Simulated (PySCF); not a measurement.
Radial density of Hg⁶⁸⁺ (mercury, charge +68)

UHF, [Ne] 3s2, closed-shell 1S. Calculation: PySCF 2.14, in an even-tempered Gaussian basis (17 s from 21 bohr⁻², ratio 2.5; 12 p from 28 bohr⁻², ratio 2.5; 4 d from 100 bohr⁻², ratio 2.7; 4 f from 150 bohr⁻², ratio 2.7); the spin-free X2C one-electron Hamiltonian (Gaussian nucleus).

| r (bohr) | 4πr²ρ (e/bohr) |
| --- | --- |
| 0.0197 | 89.09 |
| 0.0332 | 103.1 |
| 0.0559 | 124.4 |
| 0.0940 | 49.37 |
| 0.158 | 18.63 |
| 0.266 | 2.849 |
| 0.447 | 0.01956 |

Densities and radii are taken from the X2C orbitals without a picture-change correction, which distorts them close to the nucleus.

Spin-orbit coupling, which splits the p, d and f shells strongly at this Z, is absent.
